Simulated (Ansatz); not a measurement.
Start from `CBOC(=O)O` and change one atom or group to get `CBOC(C)=O`.

Ansatz, PBE0-D4/def2-TZVP geometries, multiplicity 1. Each molecule was computed in one conformer, which needn't be the lowest.

| property | `CBOC(=O)O` |
| --- | --- |
| LUMO energy (B3LYP/def2-TZVPP) / eV | -1.00 |
| LUMO energy (PBE0/def2-TZVPP) / eV | -0.75 |
| HOMO–LUMO gap (PBE/def2-TZVPP) / eV | 5.18 |
| size of the dipole moment (B3LYP/def2-TZVPP) / D | 1.00 |
| HOMO–LUMO gap (B3LYP/def2-TZVPP) / eV | 7.44 |
| HOMO energy (ωB97M-V/def2-TZVPP) / eV | -11.17 |

(1) What does the change do to each property? (Best estimate.)

Answers

(1) Computed: 
```json
{"property": "LUMO energy (B3LYP/def2-TZVPP) / eV", "`CBOC(C)=O`": "-1.02", "shift": "-0.02"}
{"property": "LUMO energy (PBE0/def2-TZVPP) / eV", "`CBOC(C)=O`": "-0.76", "shift": "-0.01"}
{"property": "HOMO–LUMO gap (PBE/def2-TZVPP) / eV", "`CBOC(C)=O`": "4.68", "shift": "-0.50"}
{"property": "size of the dipole moment (B3LYP/def2-TZVPP) / D", "`CBOC(C)=O`": "2.34", "shift": "1.34"}
{"property": "HOMO–LUMO gap (B3LYP/def2-TZVPP) / eV", "`CBOC(C)=O`": "6.92", "shift": "-0.52"}
{"property": "HOMO energy (ωB97M-V/def2-TZVPP) / eV", "`CBOC(C)=O`": "-10.64", "shift": "0.53"}
```

Dipoles are sizes alone; their direction can turn.

B3LYP here is the variant with VWN-RPA as its local correlation; programs differ in this.
